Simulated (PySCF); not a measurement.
C3H8OSi, SMILES C=CO[SiH2]C. The structure is a stationary point at PBE-D3(BJ)/def2-SVP. Other conformers were not sampled.

Computed equilibrium geometry at PBE-D3(BJ)/def2-SVP (PySCF confirms it by a frequency run) as bond lengths and angles, and its point group (one conformer of several):
point group Cs.
Atoms: C1 C2 O3 Si4 C5 H6 H7 H8 H9 H10 H11 H12 H13. Bonds (Å): C1–C2 1.347, C1–H6 1.101, C1–H7 1.098, C2–O3 1.358, C2–H8 1.105, O3–Si4 1.707, Si4–C5 1.871, Si4–H9 1.506, Si4–H10 1.506, C5–H11 1.108, C5–H12 1.109, C5–H13 1.108. Angles (°): C2–C1–H6 122.8, C2–C1–H7 119.5, H6–C1–H7 117.8, C1–C2–O3 127.3, C1–C2–H8 121.4, O3–C2–H8 111.3, C2–O3–Si4 126.1, O3–Si4–C5 105.6, O3–Si4–H9 109.3, O3–Si4–H10 109.3, C5–Si4–H9 111.8, C5–Si4–H10 111.8, H9–Si4–H10 108.9, Si4–C5–H11 110.8, Si4–C5–H12 110.3, Si4–C5–H13 110.8, H11–C5–H12 108.3, H11–C5–H13 108.4, H12–C5–H13 108.3.
